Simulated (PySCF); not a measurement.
NMR data sheet: N-isopropylacetamide

| Quantity | Value |
| --- | --- |
| Formula | C5H11NO |
| SMILES | CC(=O)NC(C)C |
| Point group of the computed structure | C1 |
| Degrees of unsaturation | 1 |
| Carbon signals | 4 |
| Proton signals | 4 |

Atom-mapped SMILES (the numbers label the heavy atoms): `[CH3:1][C:2](=[O:3])[NH:4][CH:5]([CH3:6])[CH3:7]`. Hydrogens are named by the atom that carries them.

PySCF 2.14.0 with density-fitted response routines calculation with shielding tensors at PBE0/pcSseg-1 (GIAO), GFN2-xTB geometry and couplings computed with B3LYP/pcJ-1 (spin–dipole term only in couplings to heteroatoms); a single conformation, gas phase, relativity neglected, fast rotation and ring inversion assumed for equivalent nuclei.

Chemical shifts δ = σref − σ; ¹H (σ = 31.72 ppm) and ¹³C (σ = 186.93 ppm) against TMS; ¹⁵N (σ = 267.73 ppm) against NH3; H2O for ¹⁷O (σ = 336.08 ppm), all at this level.

```tsv
carbon	δC, type	δH (multiplicity, J in Hz)	HMBC from (abs. J ≥ 3 Hz)	span of the C tensor (ppm)
C1	24.6, CH3	1.85 (s)	–	61
C2	167.2, C	–	H(C5), H(C1)	168
C5	41.3, CH	4.53 (d of sept, 11.9, 7.0)	H(C6)/H(C7)	46
C6/C7	25.9, CH3	1.07 (d, 7.0)	H(C6)/H(C7)	44
```

Other nuclei:
```json
{"atoms": "H(N4)", "nucleus": "¹H", "environment": "hydrogen on an amide-type nitrogen", "δ (ppm)": "4.09", "σ (ppm)": "27.63"}
{"atoms": "N4", "nucleus": "¹⁵N", "environment": "amide-type nitrogen", "δ (ppm)": "153.0", "σ (ppm)": "114.7"}
{"atoms": "O3", "nucleus": "¹⁷O", "environment": "amide-type carbonyl oxygen", "δ (ppm)": "418.0", "σ (ppm)": "-81.9"}
```

Selected couplings (Hz, signed; the shortest-range and largest first, 30 at most; isotopes ¹³C, ¹H, ¹⁵N): ¹J(C5,H(C5)) 148.2, ¹J(C1,H(C1)) 133.5, ¹J(C6,H(C6)) 132.1, ¹J(C1,C2) 52.9, ¹J(C5,C6) 36.5, ¹J(C2,N4) -16.7, ¹J(N4,C5) -11.9, ²J(C1,N4) -10.4, ³J(H(C5),H(C6)) 7.0, ³J(N4,H(C6)) -2.8, ³J(N4,H(C1)) -1.3, ³J(C1,C5) 1.3.

1. Carbon types of the structure: 1 × C, 1 × CH, 3 × CH3, leaving 1 H on heteroatoms.
2. δC 167.2: amide carbonyl carbon; it is a carbonyl in resonance with an O or N lone pair, the region of acids, esters and amides.
3. δC 41.3: sp3 CH bonded to N; deshielded by the electronegative neighbour.
4. δC 24.6: methyl carbon α to a carbonyl; the adjacent C=O deshields it moderately.
5. δH 4.09: hydrogen on an amide-type nitrogen; exchangeable; this is the value without hydrogen bonding to other molecules.
6. δH 1.85: hydrogen on a methyl carbon α to a carbonyl; α to C=O.
7. The protons at 4.53 and 1.07 share a coupling of 7.0 Hz (vicinal).

Exchangeable OH/NH protons stand at their gas-phase positions; hydrogen bonding in a real sample shifts them, mostly to higher δ. Amide-type NH protons are broadened by 14N but still split neighbouring CH signals. Multiplet labels drop couplings under 1 Hz and merge nearly equal ones. Unscaled 3J(H,H) at this level run about 10 % above measured values. Shifts are as computed. Against solution values, carbons near 30 ppm lie about +3 ppm off and those near 130 ppm about +5 ppm. Of 1211 compounds with measured shifts, 218 miss one by over three times the rms of a fit or turn the order of signals round; such compounds aren't used in these exercises. Hydrogen bonding in solution shields acid and N–H amide carbonyl oxygens by tens of ppm. Hydrogen bonding in solution deshields acid and N–H amide carbonyl carbons by as much as 10 ppm beyond these values. Unscaled 17O shifts of doubly bonded oxygen tend to come out too high, by tens of ppm or more. Experimental scales use liquid or dissolved standards, which lie at an offset from isolated NH3 (liquid NH3: subtract about 20 ppm) and H2O (liquid H2O: subtract about 36 ppm). Unscaled 15N shifts of sp2 nitrogen come out 20 to 40 ppm too high even then. Only one conformer was computed, so three-bond couplings in flexible chains and rings are approximate.
